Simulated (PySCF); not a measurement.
This PySCF input asks for the NMR shieldings of `Cl[Si@]1(C#C)[SiH2]CC[C@@H]1F`, C₅H₈ClFSi₂; the geometry comes from GFN2-xTB.

```python
import basis_set_exchange as bse
import numpy as np
from pyscf import gto, dft
from pyscf.prop import nmr

atoms = """
C     3.468496    0.677251   -0.352560
C     2.390089    0.632688    0.178245
Si    0.720073    0.618390    0.987659
Cl    0.990083    0.982755    2.960928
Si   -1.008913    1.573603   -0.230861
C    -1.801445   -0.125074   -0.625371
C    -0.729754   -1.221453   -0.602259
C     0.071132   -1.197380    0.696134
F    -0.766040   -1.571307    1.743497
H     4.414385    0.703916   -0.813050
H    -0.559928    2.228003   -1.466446
H    -1.960941    2.458737    0.444539
H    -2.551823   -0.363916    0.131159
H    -2.314101   -0.140757   -1.586758
H    -1.199109   -2.202457   -0.720378
H    -0.026718   -1.081367   -1.426780
H     0.857517   -1.959602    0.672391
"""
names = dict.fromkeys(["C", "Si", "Cl", "F", "H"], "pcSseg-1")
basis = {el: gto.basis.parse(bse.get_basis(n, elements=[el], fmt="nwchem")) for el, n in names.items()}
mol = gto.M(atom=atoms, basis=basis, charge=0, verbose=0)
mf = dft.RKS(mol, xc="PBE0")
mf.grids.level = 2
mf.grids.alignment = dft.numint.BLKSIZE   # the property module wants whole blocks of grid points
mf.conv_tol = 1e-9
mf.kernel()

calc = nmr.RKS(mf)   # GIAO
C = mf.mo_coeff
Co = C[:, mf.mo_occ > 0]
resp = mf.gen_response(singlet=True, hermi=2)
def vind(x):   # induced exchange potential for any number of trial vectors
    d = np.einsum("pi,xij,qj->xpq", C, 2 * x.reshape(-1, C.shape[1], Co.shape[1]), Co, optimize=True)
    return np.einsum("xpq,pi,qj->xij", resp(d - d.transpose(0, 2, 1)), C, Co, optimize=True).ravel()
mo1, _ = nmr.rhf.solve_mo1(calc, with_cphf=vind)
sigma = calc.kernel(mo1)
for i, s in enumerate(sigma):   # ppm
    w = np.linalg.eigvalsh((s + s.T) / 2)
    print("%2d %-2s iso %8.1f  s11 %8.1f  s22 %8.1f  s33 %8.1f" % (i, mol.atom_pure_symbol(i), w.mean(), *w))
```

Q: What does it print?

A: 
```
 0 C  iso     79.7  s11      0.5  s22      3.5  s33    235.0
 1 C  iso     97.4  s11     -3.4  s22      3.1  s33    292.4
 2 Si iso    355.7  s11    289.1  s22    363.2  s33    414.7
 3 Cl iso    981.0  s11    898.9  s22   1007.9  s33   1036.3
 4 Si iso    423.6  s11    398.3  s22    417.0  s33    455.5
 5 C  iso    176.5  s11    156.1  s22    181.2  s33    192.1
 6 C  iso    153.7  s11    143.3  s22    152.6  s33    165.2
 7 C  iso     89.6  s11     57.3  s22     77.2  s33    134.4
 8 F  iso    415.8  s11    355.3  s22    433.9  s33    458.3
 9 H  iso     29.4  s11     24.5  s22     24.5  s33     39.3
10 H  iso     28.0  s11     24.5  s22     25.4  s33     34.0
11 H  iso     27.8  s11     24.6  s22     24.9  s33     33.9
12 H  iso     30.2  s11     25.6  s22     28.2  s33     36.9
13 H  iso     30.4  s11     24.5  s22     27.8  s33     38.7
14 H  iso     29.0  s11     23.5  s22     27.2  s33     36.3
15 H  iso     30.5  s11     27.0  s22     28.0  s33     36.4
16 H  iso     26.5  s11     24.1  s22     26.1  s33     29.4
```

These numbers come from an equivalent density-fitted implementation of the same equations, which agrees with the script to about 0.01 ppm for H and up to a few tenths of a ppm for heavy atoms, so last digits may differ.

Q: Turn these shieldings into chemical shifts. Chemical shifts δ = σref − σ; TMS for 13C (σref 186.93) and 29Si (σref 349.16) and 1H (σref 31.72); 35Cl (σref 949.78) vs HCl; 19F (σref 170.95) vs CFCl3, all at this level.

A: Averaging equivalent atoms: C 0: 107.3; C 7: 97.3; C 1: 89.6; C 6: 33.2; C 5: 10.5; Si 2: -6.5; Si 4: -74.4; Cl 3: -31; F 8: -244.9; H 16: 5.18; H 11: 3.93; H 10: 3.75; H 14: 2.72; H 9: 2.28; H 12: 1.50; H 13: 1.35; H 15: 1.26 ppm. Unscaled 19F shifts against computed CFCl3 carry errors that often reach 10 to 50 ppm.

Size and cost of the density-fitted run: 214 basis functions, 2.8 min wall time (2.4 min CPU) on 1 thread of an Intel Xeon, shared host; peak memory 1 GiB.
